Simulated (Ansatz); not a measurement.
Ti(F)3(NH2) (F3H2NTi), SMILES [NH2][Ti]([F])([F])[F], multiplicity 1.

Coordinates come from a PBE-D3(BJ)/def2-SVP optimisation. The multiplicity is an assumed one; no other spin state was optimised. The structure was generated by enumeration; whether it is a known compound was not checked. One conformer was computed; it need not be the lowest.

Two levels are set side by side: PBE/def2-SVPD (Ansatz, a first-principles code) and CAM-B3LYP/def2-SVPD (Ansatz). Energy differences of separate SCF runs at the same geometry; the states with an electron removed or added have multiplicity 2 and 2. Differences are taken from unrounded values.

```json
[
 {"quantity": "vertical ionisation energy (eV)", "CAM-B3LYP": "10.99"},
 {"quantity": "vertical electron affinity (eV)", "CAM-B3LYP": "0.84"},
 {"quantity": "vertical singlet–triplet gap (eV)", "CAM-B3LYP": "3.75"}
]
```

Problem. What does PBE give, and how far is it from CAM-B3LYP? (Estimate from the structure and the level; the computed values follow.)

Solution. 
```json
[
 {"quantity": "vertical ionisation energy (eV)", "PBE": "10.75", "PBE minus CAM-B3LYP": "-0.25"},
 {"quantity": "vertical electron affinity (eV)", "PBE": "0.05", "PBE minus CAM-B3LYP": "-0.78"},
 {"quantity": "vertical singlet–triplet gap (eV)", "PBE": "4.40", "PBE minus CAM-B3LYP": "0.65"}
]
```
